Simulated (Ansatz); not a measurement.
Consider the ligand exchange at the Si–S bond: `S[SiH](Cl)Cl` + HCl → trichlorosilane + H₂S.

Isolated molecules relaxed with PBE0-D4/def2-TZVP in Ansatz; ΔE leaves out vibrations. CBS: MP2 limit from def2 TZ/QZ plus the TZ coupled-cluster correction, frozen cores. This one scheme is used for every species. Functionals use def2-TZVPP. Each species was taken in one conformer, which may not be the lowest.

`S[SiH](Cl)Cl`:

Cartesian coordinates in Å:
```
S 1.545 0.437 0.626
Si -0.435 -0.030 0.057
Cl -1.630 1.211 1.142
Cl -0.746 0.269 -1.939
H 2.075 -0.460 -0.226
H -0.808 -1.427 0.340
```

HCl:

Z-matrix (Å, degrees):
```
Cl
H 1 1.279
```

`Cl[SiH](Cl)Cl`:

Cartesian coordinates in Å:
```
Cl -0.741 -0.820 -1.661
Si -0.030 0.108 -0.002
Cl -0.802 -0.778 1.653
Cl 1.995 -0.032 0.037
H -0.422 1.523 -0.027
```

H₂S:

Z-matrix (Å, degrees):
```
S
H 1 1.341
H 1 1.341 2 92.3
```

| level | ΔE (eV) |
| --- | --- |
| B97M-V | -0.39 |
| ωB97M-V | -0.40 |
| CCSD(T)/def2-SVP | -0.41 |
| MP2/def2-TZVPP | -0.37 |

Problem. What does CCSD(T)/CBS give? (Best estimate.)

Solution. Computed: -0.37 eV. The listed levels differ from it by -0.02, -0.03, -0.04, 0.00 eV.

Largest T1 diagnostic among the species: 0.010.

At CCSD(T), def2-SVP lies −0.04 eV from the extrapolated value and def2-TZVPP +0.00 eV. Leaving LDA and LC-ωPBE aside and taking each functional with its dispersion term where it has one, the values, not all of them listed here, spread over 0.08 eV, from BHLYP-D4 to revPBE-D4. In def2-TZVPP, CCSD(T) changes the Hartree–Fock value by +0.10 eV (the triples alone add +0.02 eV) and MP2 by +0.10 eV.
